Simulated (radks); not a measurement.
The numbers below are computed, except where a source is named.
The platinum anion Pt2-, [Hg], held by a Watson sphere: a shell of charge +2 at radius R that stands for the Madelung well of a crystal (potential energy -2/R inside, -2/r outside, in hartree with lengths in bohr). Code: a radial shooting solver on a logarithmic mesh with Libxc functionals. Model: scalar-relativistic Kohn-Sham, LDA (Slater exchange, Perdew-Wang correlation), spin-unpolarised, spherical densities, finite nucleus; Fermi nuclear charge, rms radius of each element as measured or else 0.836 A^(1/3) + 0.57 fm. Response by self-consistent Sternheimer equations with the Hartree and adiabatic LDA kernel, the relativistic mass of each level held fixed and spin-orbit coupling left out. The sphere does not respond.

| R (bohr) | e(5p) (eV) | e(6s) (eV) | e(5d) (eV) | <r> 5d (bohr) | sum of <r^2> (bohr^2) | X-ray form factor at sin(theta)/lambda = 0.1 1/angstrom | alpha (bohr^3) |
|---|---|---|---|---|---|---|---|
| 2.68 | -55.213 | -7.272 | -6.296 | 1.801 | 78.70 | 75.088 | 49.24 |
| 3.43 | -54.026 | -6.202 | -4.849 | 1.862 | 85.78 | 74.832 | 70.05 |
| 4.27 | -52.958 | -5.002 | -3.601 | 1.905 | 93.26 | 74.628 | 104.0 |
| 4.41 | -52.802 | -4.821 | -3.425 | 1.911 | 94.48 | 74.601 | 111.0 |
| 4.5 | -52.705 | -4.708 | -3.316 | 1.914 | 95.26 | 74.584 | 115.7 |
| 4.76 | -52.439 | -4.396 | -3.020 | 1.924 | 97.51 | 74.541 | 130.6 |
| 5.07 | -52.147 | -4.053 | -2.700 | 1.934 | 100.2 | 74.495 | 151.0 |
| 5.78 | -51.577 | -3.379 | -2.084 | 1.956 | 106.5 | 74.415 | 212.1 |
